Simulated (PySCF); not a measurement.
Species: methylfluoroisocyanate silane, C₂H₄FNOSi.
SMILES with atom numbers: `[CH3:1][Si@@H:2]([F:3])[N:4]=[C:5]=[O:6]` (hydrogens: H7, H8, H9 on C1; H10 on Si2)

Level: wB97X-D/pcSseg-2 in PySCF, non-relativistic, on one gas-phase PBE0-D3(BJ)/def2-TZVP geometry that isn't relaxed in the solvent. The solvent is an IEF-PCM continuum (van der Waals radii × 1.2). Only the electrostatic response of the medium enters.

Gas phase at wB97X-D/pcSseg-2: HOMO -10.60 eV, LUMO 1.92 eV, dipole 2.54 D.

**Question.** What does the continuum do to the energy, the frontier levels and the dipole at wB97X-D/pcSseg-2 in chloroform?

**Answer.** 
```
   solvent      ε  E(solvent) − E(gas) (kcal/mol)  polarisation term (kcal/mol)  distortion of the solute (kcal/mol)  HOMO (eV)  LUMO (eV)  dipole (D)
chloroform  4.711                           -2.61                         -2.89                                 0.28     -10.47       2.03        2.98
```

The polarisation term is half the interaction of the solute with the surface charges that it induces; the rest is the cost of distorting the solute's density. The sum is the electrostatic part of solvation alone.

**Question.** Which radius a makes the point-dipole formula ΔE = −[(ε − 1)/(2ε + 1)]·μ²/a³ give the value in chloroform, with the gas-phase dipole?

**Answer.** μ = 1.001 au and |ΔE| = 0.00417 Eh give a = 2.33 Å; the farthest nucleus lies 3.63 Å from the centroid of the nuclei, so such a sphere wouldn't even hold the nuclei. The formula assumes a rigid point dipole at the centre of a sphere.

wB97X-D is run here without its empirical dispersion term; that term would change no orbital, density or response property at a fixed geometry.
